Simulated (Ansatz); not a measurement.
`[F][Sn]([F])([F])[SeH]`, charge 0, multiplicity 1.

Task: Give a relaxed structure at PBE0-D4/def2-TZVP (the Gaussian-basis code of Ansatz). (Best estimate.)

Result: Computed: 
Z-matrix (Å, degrees):
```
Sn
F 1 1.891
F 1 1.893 2 106.0
F 1 1.893 2 106.1 3 109.3
Se 1 2.472 2 110.8 3 -125.4
H 5 1.472 1 89.2 2 -179.2
```
Point group Cs.
